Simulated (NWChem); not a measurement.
System: CH4N2S anion, doublet; SMILES of the neutral closed-shell parent NC(=S)N

Here is an NWChem input.

```
start job
memory heap 200 mb stack 900 mb global 1100 mb
charge -1
geometry units angstroms noautosym nocenter noautoz
  N      1.179117    -1.067662    -0.073348
  C     -0.008311    -0.319288     0.222118
  N     -1.161429    -1.135939    -0.007068
  S     -0.003534     1.407746    -0.058579
  H      1.278231    -1.872050     0.547106
  H      1.992828    -0.467975     0.009540
  H     -1.173896    -1.485997    -0.981781
  H     -1.990828    -0.560955     0.109868
end
basis spherical
  N library 6-31g*
  C library 6-31g*
  S library 6-31g*
  H library 6-31g*
end
dft
  odft
  mult 2
  xc hfexch
  iterations 150
  mulliken
end
task dft energy
esp
  recalculate
  probe 0.07
  range 0.3
  factor 1.0
  spacing 0.02
end
task esp
```

Parts of the log:

```
             Northwest Computational Chemistry Package (NWChem) 7.3.0
             --------------------------------------------------------

                             Geometry "geometry" -> ""
                             -------------------------

 Output coordinates in angstroms (scale by  1.889725989 to convert to a.u.)

  No.       Tag          Charge          X              Y              Z
 ---- ---------------- ---------- -------------- -------------- --------------
    1 N                    7.0000     1.17911700    -1.06766200    -0.07334800
    2 C                    6.0000    -0.00831100    -0.31928800     0.22211800
    3 N                    7.0000    -1.16142900    -1.13593900    -0.00706800
    4 S                   16.0000    -0.00353400     1.40774600    -0.05857900
    5 H                    1.0000     1.27823100    -1.87205000     0.54710600
    6 H                    1.0000     1.99282800    -0.46797500     0.00954000
    7 H                    1.0000    -1.17389600    -1.48599700    -0.98178100
    8 H                    1.0000    -1.99082800    -0.56095500     0.10986800

 Effective nuclear repulsion energy (a.u.)     152.2119007127

  xc_inp: hfexch multiplicative factor not found.

                                 NWChem DFT Module
                                 -----------------

 Summary of "ao basis" -> "ao basis" (spherical)
 ------------------------------------------------------------------------------
       Tag                 Description            Shells   Functions and Types
 ---------------- ------------------------------  ------  ---------------------
 N                           6-31g*                  6       14   3s2p1d
 C                           6-31g*                  6       14   3s2p1d
 S                           6-31g*                  8       18   4s3p1d
 H                           6-31g*                  2        2   2s

            General Information
            -------------------
          SCF calculation type: DFT
          Wavefunction type:  spin polarized.
          No. of atoms     :     8
          No. of electrons :    41
           Alpha electrons :    21
            Beta electrons :    20
          Charge           :    -1
          Spin multiplicity:     2
          Use of symmetry is: off; symmetry adaption is: off
          Maximum number of iterations: 150
          AO basis - number of functions:    68
                     number of shells:    34
          Convergence on energy requested:  1.00D-06
          Convergence on density requested:  1.00D-05
          Convergence on gradient requested:  5.00D-04

              XC Information
              --------------
                     Hartree-Fock (Exact) Exchange  1.000

      Superposition of Atomic Density Guess
      -------------------------------------

 Sum of atomic energies:        -545.69634175

 Renormalizing density from      40.00 to     41

      Non-variational initial energy
      ------------------------------

 Total energy =    -555.828011
 1-e energy   =   -1078.206913
 2-e energy   =     370.167001
 HOMO         =       0.277467
 LUMO         =       0.359993

     ---------------------------------------------
      Total Density - Mulliken Population Analysis
     ---------------------------------------------

    Atom       Charge   Shell Charges
 -----------   ------   -------------------------------------------------------
    1 N    7     7.80   2.00  0.78  2.31  0.85  1.83  0.03
    2 C    6     5.53   2.00  0.63  1.43  0.55  0.87  0.06
    3 N    7     7.83   2.00  0.79  2.31  0.85  1.86  0.03
    4 S   16    16.92   2.00  2.00  5.96  1.19  2.71  0.69  2.36  0.02
    5 H    1     0.71   0.44  0.26
    6 H    1     0.69   0.44  0.25
    7 H    1     0.81   0.44  0.37
    8 H    1     0.70   0.44  0.26

     --------------------------------------------
      Spin Density - Mulliken Population Analysis
     --------------------------------------------

[...]

                     NWChem Electrostatic Potential Fit Module
                     -----------------------------------------

 Atom parameters

 Number of atoms is                                    8
 Number of basis functions is                         68

 Grid parameters

 Maximum number of grid points is                  33601
 Number of grid points is                          33600
 Grid range                                     0.300000 nm
 Grid spacing                                   0.020000 nm
 Probe radius                                   0.070000 nm
 Atom radius factor                             1.000000

 Atomic radii

    1    0.100000
    6    0.147000
    7    0.140000
   16    0.174000
 FASTESP  F
  using M.O. file = ./job.movecs

    Atom              Coordinates                           Charge

                                                  ESP

    1 N     0.117912   -0.106766   -0.007335   -0.769280
    2 C    -0.000831   -0.031929    0.022212    0.557470
    3 N    -0.116143   -0.113594   -0.000707   -0.979128
    4 S    -0.000353    0.140775   -0.005858   -0.983124
    5 H     0.127823   -0.187205    0.054711    0.240386
    6 H     0.199283   -0.046798    0.000954    0.273360
    7 H    -0.117390   -0.148600   -0.098178    0.337999
    8 H    -0.199083   -0.056096    0.010987    0.322315
                                            ------------
                                               -1.000000

 Dipole moment                                  2.526280

 Quadrupole moment Qxx                         16.096028
                   Qyy                        -27.862285
                   Qzz                         11.766257

 RMS deviation kJ/mol                           0.145974

 RRMS %                                         6.650823
```

Level: UHF/6-31G* (spherical d). Sets without diffuse functions describe the anion's extra electron poorly. Coordinates come from a B3LYP/def2-SVPD, spin-unrestricted optimisation. Not confirmed as a minimum by frequencies. The spin multiplicity was typed, not searched, and may not be the lowest. No stability test was run on the SCF state.
